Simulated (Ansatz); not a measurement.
C3H9FSi (SMILES C[C@H](F)C[SiH3]) moved off its minimum; all values from Ansatz (a program for electronic structure), cores frozen in correlated methods.
(charge 0, multiplicity 1)
```xyz
14

C      1.33595    -0.95566     0.84281
C      0.90096     0.00272    -0.33784
F      1.97415     0.92735    -0.41933
C     -0.33689     0.80543    -0.06483
Si    -1.85979    -0.24963    -0.09794
H      0.59265    -1.75949     0.87587
H      1.29721    -0.45877     1.75415
H      2.30225    -1.40904     0.56589
H      0.87706    -0.49439    -1.27865
H     -0.29857     1.31312     0.92526
H     -0.44951     1.48299    -0.82658
H     -2.00112    -1.13541     1.04671
H     -3.06993     0.54364    -0.00116
H     -1.92878    -1.14147    -1.25751
```

Forces at MP2/aug-cc-pV(T+d)Z (eV/Å):

| atom | Fx | Fy | Fz |
|---|---|---|---|
| C1 | -1.013 | -0.927 | -3.560 |
| C2 | 1.494 | 0.300 | 2.741 |
| F3 | 0.022 | 0.049 | -0.347 |
| C4 | 0.132 | -1.693 | 2.129 |
| Si5 | -0.654 | -0.539 | 0.291 |
| H6 | 0.150 | -0.078 | 0.110 |
| H7 | 0.361 | 1.016 | 1.557 |
| H8 | -0.347 | 0.407 | 0.491 |
| H9 | -0.121 | -0.543 | -0.732 |
| H10 | 0.177 | -0.227 | -0.750 |
| H11 | -0.219 | 2.024 | -1.765 |
| H12 | 0.297 | -0.324 | 0.500 |
| H13 | -0.389 | 0.520 | -0.253 |
| H14 | 0.110 | 0.016 | -0.412 |

Task: Give the forces (eV/Å), the total energy and the dipole at CCSD(T)/aug-cc-pV(T+d)Z.

Result: 
```csv
atom,Fx,Fy,Fz
C1,-0.977,-0.934,-3.503
C2,1.597,0.312,2.664
F3,0.044,0.074,-0.351
C4,0.045,-1.642,2.097
Si5,-0.647,-0.526,0.278
H6,0.070,-0.170,0.121
H7,0.362,1.051,1.643
H8,-0.243,0.357,0.468
H9,-0.124,-0.577,-0.804
H10,0.184,-0.167,-0.648
H11,-0.224,2.084,-1.813
H12,0.273,-0.376,0.560
H13,-0.458,0.556,-0.240
H14,0.097,-0.042,-0.472
```
Energy -508.3135 hartree, dipole 1.15 D.
